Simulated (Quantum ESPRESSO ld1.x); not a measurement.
Values are calculated unless marked as measured or tabulated.
All-electron atom: Pd II in [Ar] 3d10 4s2 4p4 4d9 5s2 (not the ground configuration).

Level of theory: non-relativistic Kohn-Sham, LDA (Slater exchange, Perdew-Wang correlation), spin-unpolarised, spherical densities, point nucleus; relativity is left out, which matters for an element this heavy (ld1.x of Quantum ESPRESSO 7.5).

Energy parts (hartree):
| part | energy |
|---|---|
| total | -4931.0236 |
| kinetic | 4927.9618 |
| electron-nucleus | -11714.3298 |
| Hartree | 1990.5553 |
| exchange-correlation | -135.2109 |

Orbitals (lengths in bohr, moments of r in powers of bohr; r(90%) holds 90 % of the orbital's charge):
| orbital | occ. | eigenvalue (hartree) | r(90%) |
|---|---|---|---|
| 1s | 2 | -861.190 | 0.0589 |
| 2s | 2 | -124.091 | 0.221 |
| 2p | 6 | -115.403 | 0.199 |
| 3s | 2 | -23.0310 | 0.577 |
| 3p | 6 | -19.5518 | 0.578 |
| 3d | 10 | -13.1014 | 0.566 |
| 4s | 2 | -3.74735 | 1.39 |
| 4p | 4 | -2.65085 | 1.52 |
| 4d | 9 | -0.89246 | 2.04 |
| 4f | 0 | -0.03393 | 22.8 |
| 5s | 2 | -0.51048 | 3.96 |
| 5p | 0 | -0.31281 | 4.90 |
| 5d | 0 | -0.10034 | 8.92 |
| 6s | 0 | -0.12611 | 9.75 |

The highest occupied level is 5s at -13.891 eV. The density falls to 0.001 e/bohr^3 at r = 4.19 bohr. Summed over all electrons, <r^2> = 44.74 bohr^2, which gives a Langevin (diamagnetic) susceptibility term of -35.4 x 10^-6 cm^3/mol. Virial ratio -V/T = 2.00062.
